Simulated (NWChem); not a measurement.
Program: NWChem. System: BF, charge 0, spin multiplicity 1, displaced from the optimised geometry. The structure started from a generated list of species.

The NWChem input:

```
start mol
memory heap 100 mb stack 700 mb global 1900 mb
geometry units angstroms nocenter noautoz noautosym
  B      0.000000     0.000000    -0.812271
  F      0.000000     0.000000     2.346561
end
basis spherical
  * library cc-pvdz
end
scf
  rhf
  nopen 0
  maxiter 100
  thresh 1e-7
  semidirect memsize 60000000 filesize 0
end
tce
  freeze core 2
  ccsdt
  2eorb
  2emet 13
  thresh 1e-6
  maxiter 100
  tilesize 24
end
task tce energy
```

The output up to the point where the run's verdict is printed (cleaned and shortened):

```
             Northwest Computational Chemistry Package (NWChem) 7.3.0
             --------------------------------------------------------

                                NWChem Input Module
                                -------------------

 Scaling coordinates for geometry "geometry" by  1.889725989
 (inverse scale =  0.529177249)

                             Geometry "geometry" -> ""
                             -------------------------

 Output coordinates in angstroms (scale by  1.889725989 to convert to a.u.)

  No.       Tag          Charge          X              Y              Z
 ---- ---------------- ---------- -------------- -------------- --------------
    1 B                    5.0000     0.00000000     0.00000000    -0.81227100
    2 F                    9.0000     0.00000000     0.00000000     2.34656100

 Effective nuclear repulsion energy (a.u.)       7.5385383601

            Nuclear Dipole moment (a.u.)
            ----------------------------
        X                 Y               Z
 ---------------- ---------------- ----------------
     0.0000000000     0.0000000000    32.2343676570


 Summary of "ao basis" -> "" (spherical)
 ------------------------------------------------------------------------------
       Tag                 Description            Shells   Functions and Types
 ---------------- ------------------------------  ------  ---------------------
 *                          cc-pvdz                   on all atoms

 Summary of "ao basis" -> "ao basis" (spherical)
 ------------------------------------------------------------------------------
       Tag                 Description            Shells   Functions and Types
 ---------------- ------------------------------  ------  ---------------------
 B                          cc-pvdz                  6       14   3s2p1d
 F                          cc-pvdz                  6       14   3s2p1d

                                 NWChem SCF Module
                                 -----------------

  ao basis        = "ao basis"
  functions       =    28
  atoms           =     2
[...]
   46   0.0004717949995  -0.3191737649009     1.0     1.0
   47   0.0006093892137  -0.3191856107413     1.0     1.0
   48   0.0011809773752  -0.3191798286312     1.1     1.1
   49   0.0042305423868  -0.3191920429520     1.0     1.0
   50   0.0146597398849  -0.3191909166920     1.0     1.0
   51   0.0002194780388  -0.3192025875546     1.0     1.0
   52   0.0004551623711  -0.3191906723095     1.0     1.0
   53   0.0009437491145  -0.3192115019573     0.9     0.9
   54   0.0029982077024  -0.3191606238451     0.9     0.9
   55   0.0089378889652  -0.3192865115531     1.1     1.1
   56   0.0001324132619  -0.3191955018495     1.2     1.2
   57   0.0002224686618  -0.3191946006719     1.0     1.0
   58   0.0004227938843  -0.3192008158641     1.0     1.0
   59   0.0015457963106  -0.3191870753615     1.0     1.0
   60   0.0050815228822  -0.3192261495054     0.9     0.9
   61   0.0000834549745  -0.3192020325364     1.1     1.1
   62   0.0001129909416  -0.3191978733471     1.6     1.6
   63   0.0002201509477  -0.3192042544700     1.0     1.0
   64   0.0007614706300  -0.3191903228653     1.4     1.4
   65   0.0025561891124  -0.3192217001152     1.0     1.0
   66   0.0000542181173  -0.3191993269356     1.0     1.0
   67   0.0000656520002  -0.3191999849146     0.9     0.9
   68   0.0001610559420  -0.3191999548488     1.1     1.1
   69   0.0005515830968  -0.3192005172268     1.1     1.1
   70   0.0019243958506  -0.3192007815614     1.0     1.0
   71   0.0000283565830  -0.3192015410364     1.0     1.0
   72   0.0000624889437  -0.3192007991826     1.2     1.2
   73   0.0001200960531  -0.3192021346746     1.5     1.5
   74   0.0004116860293  -0.3191980801887     1.1     1.1
   75   0.0012659294359  -0.3192100881325     1.0     1.0
   76   0.0000195817912  -0.3192009982522     1.1     1.1
   77   0.0000356451341  -0.3192010100218     1.3     1.3
   78   0.0000645210515  -0.3192017175380     1.1     1.1
   79   0.0002365947146  -0.3191999696050     1.0     1.0
   80   0.0007702157126  -0.3192055023440     1.0     1.0
   81   0.0000134102138  -0.3192017479662     1.0     1.0
   82   0.0000213502748  -0.3192015380022     1.0     1.0
   83   0.0000394575718  -0.3192018333351     1.0     1.0
   84   0.0001460561206  -0.3192008854454     1.0     1.0
   85   0.0004864823750  -0.3192038440337     1.2     1.2
   86   0.0000093864233  -0.3192015557369     1.3     1.3
   87   0.0000144864033  -0.3192015861920     1.5     1.5
   88   0.0000266843469  -0.3192018186227     1.1     1.1
   89   0.0000990941747  -0.3192012751066     1.1     1.1
   90   0.0003339131063  -0.3192030707328     1.0     1.0
   91   0.0000064879267  -0.3192018843347     1.5     1.5
   92   0.0000084970936  -0.3192018162031     1.2     1.2
   93   0.0000171116165  -0.3192018808725     1.8     1.8
   94   0.0000624644175  -0.3192016590243     1.1     1.1
   95   0.0002159480019  -0.3192024116779     1.0     1.0
   96   0.0000040963173  -0.3192018299857     1.3     1.3
   97   0.0000044992288  -0.3192019121950     1.2     1.2
   98   0.0000123114331  -0.3192018367936     1.1     1.1
   99   0.0000368218091  -0.3192020624155     1.2     1.2
  100   0.0001236895656  -0.3192015798872     1.1     1.1
 ------------------------------------------------------------------------
 ------------------------------------------------------------------------
 ------------------------------------------------------------------------
  current input line :
    26: task tce energy
 ------------------------------------------------------------------------
 ------------------------------------------------------------------------
 This type of error is most commonly associated with calculations not reaching convergence criteria
 ------------------------------------------------------------------------
 For more information see the NWChem manual at https://nwchemgit.github.io

 For further details see manual section:
```

Convergence was not reached. The next line reads: 0:tce_energy: maxiter exceeded:Received an Error in Communication. NWChem stopped with the message: tce_energy: maxiter exceeded 101.
